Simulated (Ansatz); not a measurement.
The lowest singlet and triplet of F2Ge (SMILES [F][Ge][F]); geometries from B3LYP-D3(BJ)/def2-TZVP, each state relaxed from the structure named, with no frequency check.
Singlet (charge 0, multiplicity 1):
```xyz
3

F     -1.32052    -0.74375     0.00000
Ge    -0.00038     0.41767     0.00000
F      1.32188    -0.74132     0.00000
```

A positive gap puts the triplet lower; no zero-point energy. R- takes a restricted singlet. U- takes an unrestricted singlet (broken symmetry where lower, unprojected). The triplet is unrestricted in single-reference levels.

Frozen-core correlation. Filled d and f shells under p-block atoms count as core.

The values were computed with Ansatz (Gaussian basis) for Hartree–Fock, density functionals and correlated methods. 

Q: Give the gap E(singlet) − E(triplet), vertical, at the singlet's geometry at the level R-BHLYP/def2-TZVPP.

A: -358 kJ/mol

Q: What gap E(singlet) − E(triplet), vertical, at the singlet's geometry does R-MP2/cc-pVQZ give?

A: -340 kJ/mol

Q: Predict the gap E(singlet) − E(triplet), vertical, at the singlet's geometry from U-MP2/cc-pVDZ.

A: -335 kJ/mol

Ansatz is a program for electronic structure.
